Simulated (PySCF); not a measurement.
PySCF 2.14 output of an unrestricted LC-wPBE calculation on a single atom or ion in dyall-av2z (16s12p7d2f, 101 functions), with the non-relativistic Hamiltonian (point nucleus):

```
SCF conv_tol = 1e-09
number electrons alpha = 13  beta = 9
    O. A. Vydrov and G. E. Scuseria.,  J. Chem. Phys. 125, 234109 (2006)
cycle= 1 E= -943.495414098972  delta_E= -0.0146  |g|= 0.0181  |ddm|= 0.0722
cycle= 2 E= -943.495493067871  delta_E= -7.9e-05  |g|= 0.00849  |ddm|= 0.0111
cycle= 3 E= -943.495505401419  delta_E= -1.23e-05  |g|= 0.00428  |ddm|= 0.00415
cycle= 4 E= -943.49551023141  delta_E= -4.83e-06  |g|= 0.000428  |ddm|= 0.00181
cycle= 5 E= -943.495510936288  delta_E= -7.05e-07  |g|= 0.000261  |ddm|= 0.00129
cycle= 6 E= -943.495511037395  delta_E= -1.01e-07  |g|= 0.000245  |ddm|= 0.00117
cycle= 7 E= -943.495511795476  delta_E= -7.58e-07  |g|= 0.000236  |ddm|= 0.0018
cycle= 8 E= -943.495516627929  delta_E= -4.83e-06  |g|= 0.000177  |ddm|= 0.0171
cycle= 9 E= -943.495519638834  delta_E= -3.01e-06  |g|= 0.000118  |ddm|= 0.0197
cycle= 10 E= -943.495519770743  delta_E= -1.32e-07  |g|= 0.000203  |ddm|= 0.00363
cycle= 11 E= -943.495519800442  delta_E= -2.97e-08  |g|= 6.74e-05  |ddm|= 0.00205
cycle= 12 E= -943.495519801864  delta_E= -1.42e-09  |g|= 1.41e-05  |ddm|= 0.000132
cycle= 13 E= -943.49551980194  delta_E= -7.65e-11  |g|= 6.54e-07  |ddm|= 6.84e-05
converged SCF energy = -943.49551980194  <S^2> = 6.0002857  2S+1 = 5.0001143
```

The run itself started from symmetry-adapted Hartree-Fock orbitals and held the occupation by maximum overlap, on a logarithmic radial grid, so the iterations belong to that start.

Problem. Which element, charge and spin multiplicity is this?

Solution. V⁺ (vanadium, charge +1), multiplicity 5; the state was [Ar] 3d4, high-spin 5D determinant.
